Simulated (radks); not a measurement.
Results of a calculation; reference values are marked as such.
Q: All-electron atom: Pb in [Hg] 6p2 (the NIST ground configuration). Code: a radial shooting solver on a logarithmic mesh with Libxc functionals. Model: Dirac Kohn-Sham, PBE, spin-unpolarised, spherical densities, finite nucleus; open shells fill j = l - 1/2 first; Fermi nuclear charge, rms radius 5.5012 fm. Some entries of the table are withheld. Estimate them.

| orbital | occ. | eigenvalue (eV) | <r> (bohr) | <1/r> (bohr^-1) |
|---|---|---|---|---|
| 1s1/2 | 2 | -87916.18 | 0.01606 | (1) |
| 2s1/2 | 2 | -15711.40 | 0.06692 | 25.04 |
| 2p1/2 | 2 | -15094.86 | 0.05488 | 25.01 |
| 2p3/2 | 4 | -12905.60 | 0.06380 | 19.97 |
| 3s1/2 | 2 | -3770.279 | 0.1740 | 9.185 |
| 3p1/2 | 2 | -3490.456 | 0.1644 | 9.099 |
| 3p3/2 | 4 | -3002.008 | 0.1807 | 7.780 |
| 3d3/2 | 4 | -2539.519 | 0.1570 | 7.680 |
| 3d5/2 | 6 | -2435.561 | 0.1619 | 7.387 |
| 4s1/2 | 2 | -852.6376 | 0.3842 | 3.901 |
| 4p1/2 | 2 | -731.2226 | 0.3853 | 3.792 |
| 4p3/2 | 4 | -611.6655 | 0.4198 | 3.336 |
| 4d3/2 | 4 | -413.2783 | 0.4246 | 3.139 |
| 4d5/2 | 6 | -390.9607 | 0.4356 | 3.036 |
| 5s1/2 | 2 | -142.5156 | 0.8546 | 1.619 |
| 4f5/2 | 6 | -134.1805 | 0.4508 | 2.696 |
| 4f7/2 | 8 | -129.1495 | 0.4571 | 2.656 |
| 5p1/2 | 2 | -101.0618 | 0.9130 | 1.496 |
| 5p3/2 | 4 | -78.7277 | 1.005 | 1.328 |
| 5d3/2 | 4 | -21.6322 | (2) | 1.031 |
| 5d5/2 | 6 | -19.0578 | (3) | 0.9894 |
| 6s1/2 | 2 | -11.2238 | 2.336 | 0.5508 |
| 6p1/2 | 2 | -3.9932 | 3.093 | 0.4150 |
| 6p3/2 | 0 | -2.6236 | 3.654 | 0.3490 |

A: 
(1) 1s1/2 <1/r> (bohr^-1): 101.2
(2) 5d3/2 <r> (bohr): 1.281
(3) 5d5/2 <r> (bohr): 1.331
